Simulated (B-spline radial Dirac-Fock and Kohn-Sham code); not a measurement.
## Binding energies of Pt at several levels of theory

System: the Pt atom, [Xe] 4f14 5d9 6p1 (not the ground configuration).

The density-functional columns are spherical, spin-unpolarised Dirac-Kohn-Sham results without Breit or QED terms: −ε is minus the orbital energy of the initial state and ΔSCF the difference of two total energies. The reference in the last column comes from Dirac-Fock ΔSCF + Breit + QED. All numbers are from an atomic code on a B-spline grid, in eV; a selection of levels is shown. The Kohn-Sham columns are given as differences from the reference. For the 1s level of heavy atoms much of the gap between ΔSCF and the reference is the Breit and QED part, -416.8 eV here; for other levels the error of the functional can be larger.

```csv
level,LDA −ε − DF,LDA ΔSCF − DF,Dirac-Fock
1s,-189.2,+405.8,78400.1
2s,-164.1,-56.1,13897.3
2p1/2,-112.2,+28.1,13283.1
2p3/2,-129.8,-11.9,11573.7
3s,-87.5,-57.4,3314.2
3p1/2,-68.6,-36.0,3041.3
3p3/2,-68.1,-39.1,2661.3
3d3/2,-45.9,-10.4,2212.9
4s,-47.1,-34.3,741.3
4p1/2,-39.0,-26.2,625.3
4p3/2,-38.8,-26.8,534.4
4d3/2,-26.3,-14.5,344.4
4f5/2,-8.5,+2.5,82.66
4f7/2,-8.6,+2.2,79.34
5s,-12.8,-6.2,116.6
5p1/2,-8.9,-2.6,78.18
5p3/2,-9.2,-3.3,63.42
5d,-2.9,+2.0,11.17
6p,-1.3,+1.0,3.41
```

Values without a named source are computed, but for edge energies of neutral atoms, which are taken from tables.
